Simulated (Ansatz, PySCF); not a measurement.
C3H8N, SMILES N(CC)[CH2], multiplicity 2. Atoms are numbered in the order given.

```xyz
12

C      1.8448     0.5433     0.1502
N      0.4822     0.4237     0.3774
C     -0.3466    -0.3331    -0.5412
C     -1.7439    -0.5557     0.0226
H      2.3495    -0.3421    -0.2472
H      2.3987     1.1932     0.8316
H      0.0345     1.2683     0.7243
H     -0.4125     0.1569    -1.5364
H      0.1488    -1.3046    -0.7131
H     -1.6978    -1.0855     0.9867
H     -2.3586    -1.1465    -0.6737
H     -2.2630     0.4040     0.1879
```
Charge 0, spin multiplicity 2.

Geometry optimised at B3LYP-D3(BJ)/def2-SVP. The isomer is the one that the SMILES or the coordinates give; other isomers of the formula were not compared. The values are those of a single conformer.

Two levels are set side by side: PBE-D3(BJ)/def2-SVP (Ansatz, a first-principles code) and B3LYP-D3(BJ)/def2-SVP (Ansatz). Each level has its own optimised geometry; the coordinates shown are those of the second. Frequencies come from the Hessian of PySCF at each geometry. Differences are taken from unrounded values.

```
quantity                            B3LYP-D3(BJ)  PBE-D3(BJ)  PBE-D3(BJ) minus B3LYP-D3(BJ)
----------------------------------  ------------  ----------  -----------------------------
mean bond length (Å)                       1.189       1.196                          0.006
bond C1–N2 (Å)                             1.387       1.390                          0.003
bond N2–C3 (Å)                             1.450       1.451                          0.001
bond C3–C4 (Å)                             1.523       1.525                          0.002
bond C1–H5 (Å)                             1.094       1.102                          0.008
bond C1–H6 (Å)                             1.093       1.100                          0.008
bond N2–H7 (Å)                             1.017       1.025                          0.008
bond C3–H8 (Å)                             1.111       1.121                          0.010
bond C3–H9 (Å)                             1.104       1.113                          0.009
bond C4–H10 (Å)                            1.101       1.108                          0.007
bond C4–H11 (Å)                            1.101       1.108                          0.007
bond C4–H12 (Å)                            1.104       1.111                          0.007
highest harmonic wavenumber (cm⁻¹)          3559        3477                            -83
mean harmonic wavenumber (cm⁻¹)             1560        1521                            -39
zero-point energy (kcal/mol)               66.91       65.23                          -1.68
```

Exact exchange shortens and stiffens bonds; PBE has none. Differences between two approximate levels are no errors against the true value.
